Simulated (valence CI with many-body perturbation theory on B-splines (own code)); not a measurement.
# Re⁴²⁺: key properties

Method: configuration interaction combined with many-body perturbation theory (CI+MBPT): five valence electrons over a frozen Dirac-Fock core [Ar] 3d10, a basis of 9 s, 9 p, 8 d, 6 f, 3 g, 1 h functions for each j, with the one-electron correlation potential Σ1, the two-electron term Σ2, the three-electron term Σ3, Breit, model QED; selected CI, second order for the rest (own B-spline code, finite nucleus).

No measured spectrum was set against this ion. As an estimate, large intervals hold to a few tenths of a per cent, small ones and those within an open d or f shell to about a per cent. Among the levels kept, up to 270 cm⁻¹ of a level comes from second order outside the variational space, and about a tenth of that is noise between levels of different J, which matters for small intervals.

Levels are named by their leading jj configuration (3d3/2^4 stands for four electrons in 3d with j = 3/2), which in mixed levels can hold well under half, so a name can repeat and another be missing.

Rates and lifetimes use the calculated energies. Strong lines usually hold to 10 to 20 %, long lifetimes can be off by a factor of two.

Q: What is the ground level?

A: (4s^2 4p1/2^2 4p3/2) J=3/2, composition 47 % 4s²4p³ ²P° + 26 % 4s²4p³ ²D° + 26 % 4s²4p³ ⁴S°, g = 1.362.

Q: What is the ionisation energy?

A: 2082.5 eV; NIST lists 2080 ± 4 eV (theoretical).

Q: How well does LS coupling describe the low levels?

A: Among the lowest 20 levels the leading LS term, summed over configurations, holds 52 % on average. For single configurations the figures are 50 % in LS and 92 % in jj coupling. Terms mix most in the J = 5/2 level at 183.02 eV, where the leading one holds 30 %.

Q: Name the longest-lived excited levels whose lifetime is computed, and their main decay.

A: (4s^2 4p1/2 4p3/2 4d5/2) J=9/2 at 280.86 eV lives 4.91 μs, mostly by E2 to (4s^2 4p1/2^2 4d5/2) J=5/2; (4s^2 4p1/2 4p3/2^2) J=5/2 at 101.67 eV lives 534 ns, mostly by M1 to (4s^2 4p1/2^2 4p3/2) J=3/2; (4s^2 4p1/2 4p3/2^2) J=1/2 at 108.68 eV lives 170 ns, mostly by M1 to (4s^2 4p1/2^2 4p3/2) J=3/2.

Q: Among levels below 395.48 eV, which E1 lines absorb most strongly from the ground level?

A: to (4s^2 4p1/2 4p3/2 4d3/2) J=5/2 at 4.536 nm, f = 0.748; to (4s^2 4p1/2 4p3/2 4d3/2) J=3/2 at 4.514 nm, f = 0.641; to (4s 4p1/2^2 4p3/2^2) J=3/2 at 5.790 nm, f = 0.263.
